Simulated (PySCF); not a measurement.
These are PySCF with PBE-D3(BJ)/def2-TZVP // PBE0-D3(BJ)/def2-TZVP values and carry that method's errors. Gas-phase values, no solvent. One relaxed conformer stands for a flexible species; it need not be the lowest. 

Reference species (SMILES): `[SiH3][C]F` (lower triplet) (neutral, multiplicity 3).

```
Property                         Result
-----------------------------  --------
highest occupied spin orbital  -5.02 eV
```

Changed species: `[C](F)C=C` (triplet; the order of the spin states depends on the level; C–C–C–F torsion 0°) (X = vinyl, multiplicity 3; the reference has X = silyl, multiplicity 3).

Problem. Give the shifts of the highest occupied spin orbital.

Solution. the highest occupied spin orbital rises by 0.35 eV, to -4.67 eV.
